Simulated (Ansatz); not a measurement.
Consider the isomerisation: `C/C=N\[SiH3]` → `C=C[SiH2]N`.

Program: Ansatz. Geometries: PBE0-D4/def2-TZVP. ΔE: electronic, gas phase. CBS: MP2 limit from def2 TZ/QZ plus the TZ coupled-cluster correction, frozen cores. DFT in def2-TZVPP. One conformer a species, not always the lowest.

`C/C=N\[SiH3]`:

```xyz
11

C    -0.465    1.358    0.685
C     0.513    0.976   -0.379
N     0.779   -0.169   -0.827
Si    0.174   -1.744   -0.445
H     0.058    1.881    1.493
H    -1.192    2.068    0.278
H    -0.992    0.497    1.095
H     1.058    1.831   -0.810
H    -0.873   -1.828    0.619
H     1.335   -2.563   -0.014
H    -0.395   -2.306   -1.695
```

`C=C[SiH2]N`:

Z-matrix (Å, degrees):
```
Si
C 1 1.865
N 1 1.715 2 114.9
H 1 1.488 2 108.4 3 -120.8
H 1 1.488 2 108.4 3 120.8
C 2 1.330 1 123.1 3 0.1
H 2 1.091 1 118.8 3 -179.9
H 3 1.006 1 121.5 2 75.9
H 3 1.006 1 121.5 2 -76.3
H 6 1.087 2 122.6 1 180.0
H 6 1.087 2 121.2 1 -0.0
```

| level | ΔE (kcal/mol) |
| --- | --- |
| LDA (SPW92) | -9.9 |
| r2SCAN | -10.6 |
| LC-ωPBE | -11.3 |
| MP2/CBS(def2) | -13.6 |

(1) What does CCSD(T)/CBS give? (Estimate.)

(2) What do rigid-rotor, harmonic-oscillator terms from PBE0-D4/def2-TZVP frequencies (298.15 K, 1 bar) make of the CCSD(T)/CBS value? (Estimate.)

Largest T1 diagnostic among the species: 0.013.

## Answers

(1) Computed: -13.0 kcal/mol. The listed levels differ from it by 3.1, 2.4, 1.7, -0.6 kcal/mol.

(2) The calculation gave: ΔZPE = +1.0 kcal/mol, ΔH = -11.7 kcal/mol, ΔS = 5 J/(mol·K), ΔG = -12.1 kcal/mol.

From PBE to PBE0 (25 % exact exchange), in def2-TZVPP and without D4, ΔE moves by −1.3 kcal/mol. In def2-TZVPP, CCSD(T) changes the Hartree–Fock value by −1.2 kcal/mol (the triples alone add +0.2 kcal/mol) and MP2 by −1.8 kcal/mol.
